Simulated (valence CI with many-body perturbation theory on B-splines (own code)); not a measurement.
Energy levels of Ar XII

Computed by valence CI with perturbative core correlation (CI+MBPT): five valence electrons over a frozen Dirac-Fock core [He], a basis of 9 s, 9 p, 8 d, 6 f, 3 g, 1 h functions for each j, with the one-electron correlation potential Σ1 (screened to all orders), the two-electron term Σ2, the three-electron term Σ3, Breit, model QED; selected single and double excitations, second order for the rest, scaled by the run's own slope (own B-spline code, finite nucleus).

No measured levels were compared; by estimate levels of excited configurations hold to 0.05 to 0.15 % of their energy, terms of the ground configuration to about 0.5 %. Among the levels kept, up to 3600 cm⁻¹ of a level comes from second order outside the variational space, and about a tenth of that is noise between levels of different J, which matters for small intervals.

Levels 1 to 44 of 44, with energies above the lowest level, 2s2.2p3 4S°_3/2. "Leading %" is the weight of the configuration and term that name the level; weights of strongly mixed levels are sums over their largest components and can fall short, so below about 35 % the name and the second component can differ from the true leading terms, or belong to a minority configuration.

```tsv
No.	Configuration	Term	J	E (× 10³ cm⁻¹)	Leading %	g	Second component
1	2s2.2p3	4S°	3/2	0.00	99	1.994	
2	2s2.2p3	2D°	3/2	95.14	93	0.837	7 % 2s2.2p3 2P°
3	2s2.2p3	2D°	5/2	98.45	100	1.199	
4	2s2.2p3	2P°	1/2	149.59	98	0.664	
5	2s2.2p3	2P°	3/2	154.45	90	1.300	7 % 2s2.2p3 2D°
6	2s.2p4	4P	5/2	446.07	99	1.598	
7	2s.2p4	4P	3/2	458.25	100	1.733	
8	2s.2p4	4P	1/2	464.21	99	2.666	
9	2s.2p4	2D	3/2	614.32	99	0.801	
10	2s.2p4	2D	5/2	614.94	99	1.200	
11	2s.2p4	2S	1/2	716.04	93	1.921	6 % 2s.2p4 2P
12	2s.2p4	2P	3/2	746.44	99	1.330	
13	2s.2p4	2P	1/2	762.53	93	0.747	6 % 2s.2p4 2S
14	2p5	2P°	3/2	1167.2	97	1.333	
15	2p5	2P°	1/2	1186.9	97	0.664	
16	2s2.2p2.3s	4P	1/2	2864.7	94	2.621	
17	2s2.2p2.3s	4P	3/2	2873.2	95	1.726	
18	2s2.2p2.3s	4P	5/2	2883.8	95	1.592	
19	2s2.2p2.3s	2P	1/2	2896.5	95	0.716	
20	2s2.2p2.3s	2P	3/2	2909.1	92	1.314	4 % 2s2.2p2.3s 2D
21	2s2.2p2.3s	2D	5/2	2955.6	95	1.207	
22	2s2.2p2.3s	2D	3/2	2956.4	93	0.824	4 % 2s2.2p2.3s 2P
23	2s2.2p2.3p	2S°	1/2	2982.1	77	1.811	9 % 2s2.2p2.3p 4D°
24	2s2.2p2.3p	4D°	1/2	2990.7	85	0.235	11 % 2s2.2p2.3p 2S°
25	2s2.2p2.3p	4D°	3/2	2994.4	89	1.236	6 % 2s2.2p2.3p 4P°
26	2s2.2p2.3p	4D°	5/2	3002.4	91	1.382	5 % 2s2.2p2.3p 4P°
27	2s2.2p2.3p	4P°	1/2	3009.1	90	2.586	6 % 2s2.2p2.3p 2S°
28	2s2.2p2.3p	4P°	3/2	3009.4	79	1.632	6 % 2s2.2p2.3p 4D°
29	2s2.2p2.3p	4D°	7/2	3012.1	95	1.423	
30	2s2.2p2.3p	4P°	5/2	3015.8	76	1.522	15 % 2s2.2p2.3p 2D°
31	2s2.2p2.3p	2D°	3/2	3023.5	89	0.874	7 % 2s2.2p2.3p 4P°
32	2s2.2p2.3s	2S	1/2	3034.2	93	1.999	
33	2s2.2p2.3p	4S°	3/2	3036.9	78	1.971	12 % 2s.2p3.3s 4S°
34	2s2.2p2.3p	2D°	5/2	3037.8	79	1.251	15 % 2s2.2p2.3p 4P°
35	2s2.2p2.3p	2P°	3/2	3048.5	93	1.339	
36	2s2.2p2.3p	2P°	1/2	3049.6	91	0.696	
37	2s2.2p2.3p	2F°	5/2	3085.4	93	0.872	
38	2s2.2p2.3p	2F°	7/2	3089.2	96	1.147	
39	2s.2p3.3s	6S°	5/2	3092.9	99	1.999	
40	2s2.2p2.3p	2D°	3/2	3111.1	86	0.850	7 % 2s2.2p2.3p 2P°
41	2s2.2p2.3p	2D°	5/2	3112.1	94	1.197	
42	2s2.2p2.3p	2P°	1/2	3127.7	97	0.666	
43	2s2.2p2.3p	2P°	3/2	3137.6	88	1.303	5 % 2s2.2p2.3p 2D°
44	2s2.2p2.3d	4F	3/2	3142.3	90	0.457	4 % 2s2.2p2.3d 4D
```

The ionisation energy to 2s2.2p2 3P_0 of the next ion comes out as 618.63 eV (NIST: 619 ± 0.4 eV (semi-empirical)). All 44 levels together are meant to be complete up to 3144.6 × 10³ cm⁻¹.
